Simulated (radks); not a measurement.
Question: The mean radii <r> (bohr) of the occupied orbitals of an atom or ion are listed with their occupations. Method: scalar-relativistic Kohn-Sham, r2SCAN, spin-polarised, spherical densities, finite nucleus; meta-GGA in the generalised Kohn-Sham scheme; Fermi nuclear charge, rms radius of each element as measured or else 0.836 A^(1/3) + 0.57 fm; computed with a radial shooting solver on a logarithmic mesh with Libxc functionals.

| orbital | occ. | <r> |
|---|---|---|
| 1s up | 1 | 0.01741 |
| 1s down | 1 | 0.01740 |
| 2s up | 1 | 0.07178 |
| 2s down | 1 | 0.07189 |
| 2p up | 3 | 0.06413 |
| 2p down | 1 | 0.06427 |

Name the element and its charge. Open shells, if any, are filled with parallel spins first.

Answer: Z = 77, iridium, charge +69: Ir69+ in [He] 2s2 2p4. The 1s radius gives Z: for a bare nucleus <r> = (2 gamma + 1)/(2Z) with gamma = sqrt(1 - (Z/c)^2), 0.01724 bohr for Z = 77, and screening makes it slightly larger (0.01741 here). The occupations add up to 8, and the charge is Z minus that.
